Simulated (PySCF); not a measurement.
A PySCF script (with the pyscf-properties extension) for the NMR shieldings of SMILES [SiH2](C)Oc1ncns1, C$_{3}$H$_{6}$N$_{2}$OSSi, on a GFN2-xTB geometry:

```python
import basis_set_exchange as bse
import numpy as np
from pyscf import gto, dft
from pyscf.prop import nmr

atoms = """
C    -2.158117    0.277945   -0.542055
Si   -1.394009   -0.628331    0.934466
O     0.100543   -1.251365    0.519753
C     1.141090   -0.581070    0.136290
N     1.235843    0.703393   -0.004431
C     2.480666    1.014174   -0.414732
N     3.344261    0.063918   -0.599201
S     2.653613   -1.385330   -0.259218
H    -2.270417   -0.383020   -1.399200
H    -1.528799    1.111001   -0.848006
H    -3.140133    0.673284   -0.302473
H    -1.208592    0.256544    2.081522
H    -2.005985   -1.911527    1.254576
H     2.749357    2.039914   -0.589412
"""
names = dict.fromkeys(["C", "Si", "O", "N", "S", "H"], "pcSseg-1")
basis = {el: gto.basis.parse(bse.get_basis(n, elements=[el], fmt="nwchem")) for el, n in names.items()}
mol = gto.M(atom=atoms, basis=basis, charge=0, verbose=0)
mf = dft.RKS(mol, xc="PBE0")
mf.grids.level = 2
mf.grids.alignment = dft.numint.BLKSIZE   # the property module wants whole blocks of grid points
mf.conv_tol = 1e-9
mf.kernel()

calc = nmr.RKS(mf)   # GIAO
C = mf.mo_coeff
Co = C[:, mf.mo_occ > 0]
resp = mf.gen_response(singlet=True, hermi=2)
def vind(x):   # induced exchange potential for any number of trial vectors
    d = np.einsum("pi,xij,qj->xpq", C, 2 * x.reshape(-1, C.shape[1], Co.shape[1]), Co, optimize=True)
    return np.einsum("xpq,pi,qj->xij", resp(d - d.transpose(0, 2, 1)), C, Co, optimize=True).ravel()
mo1, _ = nmr.rhf.solve_mo1(calc, with_cphf=vind)
sigma = calc.kernel(mo1)
for i, s in enumerate(sigma):   # ppm
    w = np.linalg.eigvalsh((s + s.T) / 2)
    print("%2d %-2s iso %8.1f  s11 %8.1f  s22 %8.1f  s33 %8.1f" % (i, mol.atom_pure_symbol(i), w.mean(), *w))
```

Task: What does it print?

Result: 
```
 0 C  iso    190.0  s11    178.1  s22    194.2  s33    197.8
 1 Si iso    357.7  s11    304.1  s22    369.4  s33    399.6
 2 O  iso    199.2  s11    103.1  s22    173.3  s33    321.2
 3 C  iso    -11.0  s11    -79.3  s22     -4.3  s33     50.5
 4 N  iso    -18.7  s11   -196.4  s22    -49.3  s33    189.6
 5 C  iso     26.5  s11    -49.7  s22     38.2  s33     91.1
 6 N  iso    -36.5  s11   -234.6  s22    -46.6  s33    171.6
 7 S  iso    154.7  s11    -51.2  s22    238.6  s33    276.7
 8 H  iso     31.2  s11     27.1  s22     28.7  s33     37.9
 9 H  iso     30.2  s11     24.4  s22     29.5  s33     36.6
10 H  iso     31.7  s11     27.6  s22     27.9  s33     39.7
11 H  iso     26.3  s11     23.1  s22     24.8  s33     31.0
12 H  iso     26.6  s11     22.4  s22     25.7  s33     31.9
13 H  iso     23.7  s11     19.6  s22     24.7  s33     27.0
```

These numbers come from an equivalent density-fitted implementation of the same equations, which agrees with the script to about 0.01 ppm for H and up to a few tenths of a ppm for heavy atoms, so last digits may differ.

Task: Turn these shieldings into chemical shifts. Scale: 13C (186.93 ppm) and 29Si (349.16 ppm) and 1H (31.72 ppm) against TMS; 17O (336.08 ppm) against H2O; 15N (267.73 ppm) against NH3; CS2 for 33S (503.73 ppm) (reference shieldings calculated alike).

Result: Averaging equivalent atoms: C 3: 198.0; C 5: 160.4; C 0: -3.1; Si 1: -8.5; O 2: 136.9; N 6: 304.2; N 4: 286.4; S 7: 349; H 13: 7.97; H 11/12: 5.24; H 8/9/10: 0.68 ppm. Experimental scales use liquid or dissolved standards, which lie at an offset from isolated NH3 (liquid NH3: subtract about 20 ppm) and H2O (liquid H2O: subtract about 36 ppm). Unscaled 15N shifts of sp2 nitrogen come out 20 to 40 ppm too high even then.

Size and cost of the density-fitted run: 180 basis functions, 24 s wall time on 1 thread of an Arm Neoverse V1, shared host; peak memory 0.75 GiB.
